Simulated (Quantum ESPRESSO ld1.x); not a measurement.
Ir1.75+, configuration [Xe] 4f14 5d6.25 6p1 (fractional occupations, a model configuration). All-electron calculation, Dirac Kohn-Sham, PBE, spin-unpolarised, spherical densities, point nucleus; open shells are shared between the two j in proportion to 2j + 1. Program: ld1.x of Quantum ESPRESSO 7.5.

Normalised radial functions P(r) = r R(r) (large component), r in bohr:

r,6p3/2
0.002234,0.0018
0.003028,0.0032
0.004137,0.0056
0.005607,0.0094
0.00766,0.0158
0.01038,0.0253
0.01418,0.0395
0.01922,0.0573
0.02626,0.0769
0.03559,0.0893
0.04862,0.0811
0.06589,0.0381
0.09001,-0.0411
0.122,-0.1140
0.1667,-0.1097
0.2259,0.0097
0.3086,0.1595
0.4182,0.1559
0.5668,-0.0469
0.7743,-0.2716
1.049,-0.2623
1.434,0.0316
1.943,0.4057
2.654,0.6258
3.597,0.5647
4.915,0.3202
6.66,0.1089
9.099,0.0177

6p3/2: eigenvalue -13.294 eV, 4 radial nodes at r = 0.0775, 0.222, 0.536, 1.40 bohr, <r> = 3.29 bohr, 90 % of the charge inside 4.78 bohr.
